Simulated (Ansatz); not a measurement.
`[OH][Ge]([F])([F])[F]` + HBr → `[F][Ge]([F])([F])[Br]` + H₂O  (ligand exchange at a Ge–O bond)

Calculated with Ansatz (gas phase, PBE0-D4/def2-TZVP geometries, no zero-point term in ΔE). CCSD(T)/CBS is the MP2 limit (def2-TZVPP, def2-QZVPP) plus CCSD(T) − MP2 in def2-TZVPP, frozen cores. This one scheme is used for every species. Functionals use def2-TZVPP. B3LYP here is the variant with VWN-RPA as its local correlation; programs differ in this. HSE06 is defined as in plane-wave codes. For Br, Ge outer-core shells are correlated without core-valence functions, which leaves a few kJ/mol of doubt a bond. Scalar relativity is left out up to krypton. Each species was taken in one conformer, which may not be the lowest.

`[OH][Ge]([F])([F])[F]`:

Cartesian coordinates in Å:
```
O 0.968 -0.394 0.933
Ge -0.132 0.012 -0.337
F 0.488 -0.608 -1.787
F -1.687 -0.637 -0.093
F -0.339 1.694 -0.512
H 0.702 -0.067 1.797
```

HBr:

Z-matrix (Å, degrees):
```
Br
H 1 1.420
```

`[F][Ge]([F])([F])[Br]`:

Cartesian coordinates in Å:
```
F 1.100 -1.166 -0.646
Ge 0.063 0.000 0.032
F -0.069 -0.349 1.691
F 0.841 1.506 -0.105
Br -1.936 0.009 -0.972
```

H₂O:

```xyz
3

O    -0.080    0.085   -0.371
H     0.576   -0.533   -0.042
H    -0.497    0.448    0.413
```

```json
{"level": "LDA (SPW92)", "ΔE (kJ/mol)": "-30.9", "difference from CCSD(T)/CBS": "1.2"}
{"level": "revPBE-D4", "ΔE (kJ/mol)": "-38.5", "difference from CCSD(T)/CBS": "-6.4"}
{"level": "B3LYP-D4", "ΔE (kJ/mol)": "-33.5", "difference from CCSD(T)/CBS": "-1.4"}
{"level": "r2SCAN0-D4", "ΔE (kJ/mol)": "-32.5", "difference from CCSD(T)/CBS": "-0.4"}
{"level": "HSE06-D4", "ΔE (kJ/mol)": "-37.1", "difference from CCSD(T)/CBS": "-5.0"}
{"level": "CAM-B3LYP-D4", "ΔE (kJ/mol)": "-26.9", "difference from CCSD(T)/CBS": "5.2"}
{"level": "ωB97M-V", "ΔE (kJ/mol)": "-31.5", "difference from CCSD(T)/CBS": "0.6"}
{"level": "B2PLYP", "ΔE (kJ/mol)": "-28.0", "difference from CCSD(T)/CBS": "4.1"}
{"level": "r2SCAN0", "ΔE (kJ/mol)": "-31.9", "difference from CCSD(T)/CBS": "0.2"}
{"level": "HSE06", "ΔE (kJ/mol)": "-35.2", "difference from CCSD(T)/CBS": "-3.1"}
{"level": "LC-ωPBE", "ΔE (kJ/mol)": "-28.1", "difference from CCSD(T)/CBS": "4.0"}
{"level": "CCSD/def2-SVP", "ΔE (kJ/mol)": "-14.2", "difference from CCSD(T)/CBS": "17.9"}
{"level": "HF/def2-TZVPP", "ΔE (kJ/mol)": "-22.3", "difference from CCSD(T)/CBS": "9.8"}
{"level": "SCS-MP2/def2-TZVPP", "ΔE (kJ/mol)": "-24.6", "difference from CCSD(T)/CBS": "7.5"}
{"level": "CCSD(T)/def2-TZVPP", "ΔE (kJ/mol)": "-24.9", "difference from CCSD(T)/CBS": "7.2"}
{"level": "MP2/def2-QZVPP", "ΔE (kJ/mol)": "-32.3", "difference from CCSD(T)/CBS": "-0.2"}
{"level": "CCSD(T)/CBS", "ΔE (kJ/mol)": "-32.1", "difference from CCSD(T)/CBS": "0"}
```

(1) What do rigid-rotor, harmonic-oscillator terms from PBE0-D4/def2-TZVP frequencies (298.15 K, 1 bar) make of the CCSD(T)/CBS value? (An estimate is asked.)

Largest T1 diagnostic among the species: 0.012.

Answers

(1) The calculation gave: ΔZPE = +7.4 kJ/mol, ΔH = -24.1 kJ/mol, ΔS = -12 J/(mol·K), ΔG = -20.5 kJ/mol.

The D4 term adds −3.6 kJ/mol with B3LYP and −1.9 kJ/mol with PBE0; it sums over pairs of atoms, weighted by their polarisabilities, and B3LYP, whose exchange is more repulsive, gets the larger term. At CCSD(T), def2-SVP lies +17.4 kJ/mol from the extrapolated value and def2-TZVPP +7.2 kJ/mol. Leaving LDA and LC-ωPBE aside and taking each functional with its dispersion term where it has one, the values spread over 11.5 kJ/mol, from revPBE-D4 to CAM-B3LYP-D4. LDA lies +5.3 kJ/mol from PBE without D4.
